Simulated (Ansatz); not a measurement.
MoO2(OH)2 (MoO₄H₂). The state is a triplet with charge 0. Geometry PBE0-D4/def2-SVP, that of the neutral singlet; atoms count from 1.

```xyz
7

Mo   -0.057    0.090    0.354
O    -1.479    0.706    0.984
O     1.068   -0.054    1.584
O     0.617    1.246   -0.944
H     0.144    1.984   -1.346
O    -0.404   -1.585   -0.389
H     0.110   -2.388   -0.242
```

In the def2 sets Mo takes a core potential; there is no spin–orbit coupling. At PBE0-D4/def2-TZVP a singlet of charge 0 lies 4.28 eV below the triplet at the same geometry.

(1) Estimate the Mulliken populations from the PBE0/def2-TZVP orbitals of Ansatz.

(2) Where does the spin sit?

(3) And the Mayer bond orders between heavy atoms (over 0.3)?

## Answers

(1) 
```csv
atom,charge (e),spin (α − β),d electrons
Mo1,1.67,0.56,3.81
O2,-0.44,0.71,–
O3,-0.44,0.71,–
O4,-0.73,0.00,–
H5,0.34,0.02,–
O6,-0.73,0.00,–
H7,0.34,0.02,–
```
Mulliken values depend strongly on the basis.

(2) Summed by element: Mo 0.56, O 1.41, H 0.03, of 2 unpaired in all. Largest on single atoms: O2 0.71, O3 0.71, Mo1 0.56.

(3) Mo1–O2 1.45 (1.67 Å); Mo1–O3 1.45 (1.67 Å); Mo1–O4 0.89 (1.86 Å); Mo1–O6 0.89 (1.86 Å).
